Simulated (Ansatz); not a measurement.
`NB(F)Br` and `FB(F)Br` differ in one atom or group.

Ansatz, PBE0-D4/def2-TZVP geometries, multiplicity 1. Each molecule was computed in one conformer, which needn't be the lowest.

Scalar relativity is left out up to krypton.

```json
{"property": "size of the dipole moment (ωB97M-V/def2-TZVPP) / D", "`NB(F)Br`": "2.87"}
{"property": "LUMO energy (ωB97M-V/def2-TZVPP) / eV", "`NB(F)Br`": "1.93"}
{"property": "size of the dipole moment (B3LYP/def2-TZVPP) / D", "`NB(F)Br`": "2.86"}
{"property": "HOMO energy (PBE0/def2-TZVPP) / eV", "`NB(F)Br`": "-8.28"}
{"property": "HOMO–LUMO gap (B3LYP/def2-TZVPP) / eV", "`NB(F)Br`": "8.28"}
{"property": "LUMO energy (PBE0/def2-TZVPP) / eV", "`NB(F)Br`": "0.62"}
```

(1) Give the same properties after the change, and the shifts. (An estimate is asked.)

Answers

(1) Ansatz gave: 
```csv
property,`FB(F)Br`,shift
size of the dipole moment (ωB97M-V/def2-TZVPP) / D,0.22,-2.65
LUMO energy (ωB97M-V/def2-TZVPP) / eV,1.72,-0.21
size of the dipole moment (B3LYP/def2-TZVPP) / D,0.28,-2.58
HOMO energy (PBE0/def2-TZVPP) / eV,-9.08,-0.80
HOMO–LUMO gap (B3LYP/def2-TZVPP) / eV,8.14,-0.14
LUMO energy (PBE0/def2-TZVPP) / eV,-0.40,-1.02
```

With PBE0 the HOMO falls by 0.80 eV and the LUMO falls by 1.02 eV, so the gap narrows by about 0.22 eV. PBE moves the HOMO by -0.76 eV and ωB97M-V by -0.82 eV. The zero-point energy changes by -64.6 kJ/mol with -6 modes. Dipoles are sizes alone; their direction can turn.

B3LYP here is the variant with VWN-RPA as its local correlation; programs differ in this.

Spin–orbit coupling is left out; it splits and shifts lone-pair levels of the heavy atoms by tenths of an eV.
